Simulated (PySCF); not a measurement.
# Correlation energy of Nb⁺ (niobium, charge +1)

[Kr] 4d3 5s1, high-spin 5F determinant (an excited configuration). Computed with PySCF 2.14 in x2c-TZVPPall with one added diffuse shell each of s, p, d, f type (9s7p7d3f1g, 95 functions), with scalar relativity by spin-free X2C-1e. Frozen: [Ar] 3d10; 12 electrons correlated.

| level | correlation energy (mhartree) |
| --- | --- |
| CCSD | -287.78 |
| (T) | -7.04 |
| CCSD(T) | -294.82 |

Diagnostics: T1 = 0.0082, D1 = 0.0338, largest double amplitude 0.023.

Cost of the coupled-cluster step: about 40 core-seconds, for 12 correlated electrons.

Iterations:

```
CC2 = 0
CCSD nocc = (np.int64(8), np.int64(4)), nmo = (81, 81)
frozen orbitals [[0, 1, 2, 3, 4, 5, 6, 7, 8, 9, 10, 11, 12, 13], [0, 1, 2, 3, 4, 5, 6, 7, 8, 9, 10, 11, 12, 13]]
max_cycle = 100
direct = 0
conv_tol = 1e-08
conv_tol_normt = 1e-06
diis_space = 8
diis_start_cycle = 0
Init t2, MP2 energy = -0.273860440359082
Init E_corr(UCCSD) = -0.273860440359651
cycle = 1  E_corr(UCCSD) = -0.283579049163153  dE = -0.0097186088  norm(t1,t2) = 0.037281
cycle = 2  E_corr(UCCSD) = -0.286941629991327  dE = -0.00336258083  norm(t1,t2) = 0.00986586
cycle = 3  E_corr(UCCSD) = -0.287831414430088  dE = -0.000889784439  norm(t1,t2) = 0.00386864
cycle = 4  E_corr(UCCSD) = -0.287813648638009  dE = 1.77657921e-05  norm(t1,t2) = 0.000502967
cycle = 5  E_corr(UCCSD) = -0.287780762275807  dE = 3.28863622e-05  norm(t1,t2) = 0.000172684
cycle = 6  E_corr(UCCSD) = -0.28778284461998  dE = -2.08234417e-06  norm(t1,t2) = 3.88068e-05
cycle = 7  E_corr(UCCSD) = -0.287783587129628  dE = -7.42509649e-07  norm(t1,t2) = 1.09662e-05
cycle = 8  E_corr(UCCSD) = -0.287783409655324  dE = 1.77474304e-07  norm(t1,t2) = 2.77533e-06
cycle = 9  E_corr(UCCSD) = -0.287783420002746  dE = -1.03474226e-08  norm(t1,t2) = 6.3571e-07
cycle = 10  E_corr(UCCSD) = -0.287783423584403  dE = -3.58165625e-09  norm(t1,t2) = 1.72229e-07
UCCSD converged
E(UCCSD) = -3817.301005714996  E_corr = -0.2877834235844027
UCCSD(T) correction = -0.00703793482483937
```

This basis was not built for core-valence correlation, so the inner-shell part is incomplete.
